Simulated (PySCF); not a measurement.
## Excitation energy of Sb(2+) by level of theory

Sb(2+) [Kr] 4d10 5s2 5p1 (2P) → Sb(2+) [Kr] 4d10 5s2 6s1 (2S), as a difference of total energies. All numbers are calculated (PySCF 2.14, scalar relativity through the core potential, in aug-cc-pVQZ-PP with ECP28MDF). Correlated levels: valence: 4s2 4p6 4d10 frozen. The calculations carry no spin-orbit coupling.

| method | excitation energy (eV) |
| --- | --- |
| UHF | 10.912 |
| MP2 (valence) | 10.874 |
| SCS-MP2 (valence) | 10.908 |
| CCSD (valence) | 10.902 |
| CCSD(T) (valence) | 10.892 |

Q: How much does correlation contribute at CCSD(T) (valence)?

A: 10.892 − (10.912) = -0.020 eV, measured against UHF.

The promoted electron is Rydberg-like, and one or two diffuse shells describe it only roughly, which tends to raise the upper state.
